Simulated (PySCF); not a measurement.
A GIAO shielding run with PySCF (density fitting, non-relativistic, gas phase) on SMILES C([Si@](SC)(N)[SiH2]CC#N)#N, C₄H₉N₃SSi₂:

```
$ OMP_NUM_THREADS=1 python probes_run.py task.json out

{"job": {"kind": "nmr", "xc": "PBE0", "basis": "pcSseg-1"}, "charge": 0, "multiplicity": 1}
C     -3.014569     0.235384     1.054238
S     -1.314754     0.007583     1.654016
Si    -0.311844    -0.527878    -0.213902
N     -0.439623     0.636037    -1.468286
C     -1.368528    -1.933642    -0.857363
N     -2.051866    -2.792564    -1.185462
Si     1.886600    -1.051911     0.255139
C      2.660843     0.519427     1.065416
C      2.342179     1.646868     0.256462
N      2.028982     2.503961    -0.436717
H     -3.377912    -0.695644     0.629486
H     -3.614776     0.513410     1.914156
H     -3.037065     1.030016     0.314499
H     -1.305443     0.828450    -1.947339
H      0.161373     1.447053    -1.470403
H      2.115131    -2.138604     1.210324
H      2.644494    -1.322677    -0.968931
H      2.243486     0.674068     2.062000
H      3.743488     0.429914     1.155534
```

Hardware: 1 thread of an Arm Neoverse V1, shared host. The job also computes population analyses, field gradients.

Problem. How large is the calculation?

Solution. 98 electrons, 236 basis functions and 1281 auxiliary functions.

Problem. How long does it take, and how much memory does it need?

Solution. 91 s of wall time, with 15 SCF cycles and 5 response iterations; peak memory 1 GiB. Times on a shared host scatter by some tens of per cent.
